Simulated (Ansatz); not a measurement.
The same path of ClF$_{2}$H$_{4}$NOZr (10 atoms, charge 0, multiplicity 1) was run twice with different band settings.

Method: Ansatz, RKS r2SCAN-D4/def2-SVP.

Relaxed end points:

```xyz
10
Properties=species:S:1:pos:R:3
Zr 0.022 0.092 0.065
Cl 0.326 0.058 2.459
N 1.899 -0.028 -0.679
H 2.402 -0.876 -0.944
H 2.517 0.767 -0.843
F -0.456 1.837 -0.550
F -0.654 -1.546 -0.698
O -2.286 -0.051 0.785
H -2.640 -0.927 0.571
H -2.360 0.043 1.748
```

```xyz
10
Properties=species:S:1:pos:R:3
Zr -0.259 0.785 -0.066
Cl -0.640 1.424 2.235
N 1.412 -0.302 -0.386
H 1.516 -1.302 -0.219
H 2.282 0.067 -0.771
F 0.310 2.416 -0.874
F -1.806 0.266 -1.107
O -1.004 -1.291 0.860
H -1.851 -1.507 0.438
H -1.189 -1.185 1.807
```

Common settings: movable images 7; climbing image yes; optimiser quadratic models (default); start path through a guess of the saddle point; force threshold 0.05 eV/Å; iteration limit 60; end points relaxed.

| run | spring |
| --- | --- |
| 1 | 5.0 eV/Å² |
| 2 | 2.0 to 10.0 eV/Å², energy-weighted |

(1) What does each run give, and how far can it be trusted?

## Answers

(1) Run 1: converged after 18 iterations, highest image 0.041 eV above the first end. A vibrational analysis at the climbing image gives no mode beyond 40i cm⁻¹: the surface is too flat there to confirm a saddle point.
Run 2: converged after 17 iterations, highest image 0.041 eV above the first end. Another band between the same ends (7 images) ends at a top of the same energy, where a vibrational analysis finds no clearly imaginary modes.
